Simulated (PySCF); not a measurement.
**Two-component Hartree-Fock for Rh²⁶⁺ (rhodium, charge +26)**

Start: [Ar] 3d1; 3d3/2 filled at m_j = +3/2. Calculated with PySCF 2.14 in an even-tempered Gaussian basis (16 s from 3.7 bohr⁻², ratio 2.8; 12 p from 4.8 bohr⁻², ratio 2.8; 8 d from 4.8 bohr⁻², ratio 2.8; 3 f from 15 bohr⁻², ratio 3): generalised Hartree-Fock with the X2C-1e Hamiltonian and a Gaussian nucleus; one run each with spin-orbit coupling (SO) switched off, then screened by Boettger's factors.

```csv
spinor shell,electrons,"ε, spin-free (eV)","ε, screened SO (eV)",weight of nominal j (screened SO),"rms radius, screened SO (bohr)"
1s1/2,2,-24512.4,-24510.7,1.000,0.0375
2s1/2,2,-4612.4,-4611.7,1.000,0.152
2p1/2,2,-4251.2,-4354.2,1.000,0.132
3s1/2,2,-1613.8,-1613.6,1.000,0.381
3p1/2,2,-1487.9,-1513.1,0.997,0.371
3p3/2,4,-1487.9,-1475.9,0.999,0.380
3d3/2,1,-1342.2,-1346.2,1.000,0.336
```

(1) Where does 2p3/2 lie, and what is the 2p spin-orbit splitting (screened SO)?

```tsv
quantity	spin-free	screened SO
E (hartree)	-4340.87959	-4341.77413
M_J	3/2	3/2
⟨J²⟩	4.016	3.750
⟨L²⟩	6.001	6.008
⟨S²⟩	0.751	0.757
```

Each row is a mean over spinors that exchange with the open shell spreads, by up to 13.815 eV (3p1/2).

Breit and QED terms are absent; they matter most for the inner s and p1/2 levels.

Densities and radii are taken from the X2C orbitals without a picture-change correction, which distorts them close to the nucleus.

Without spin-orbit coupling the j labels of p, d and f shells carry no meaning; the spin-free column gives the mean over the occupied spinors of each nl shell, and its ⟨J²⟩ belongs to a mixture of degenerate components.

## Answers

(1) At -4202.9 eV, 151.32 eV above 2p1/2.
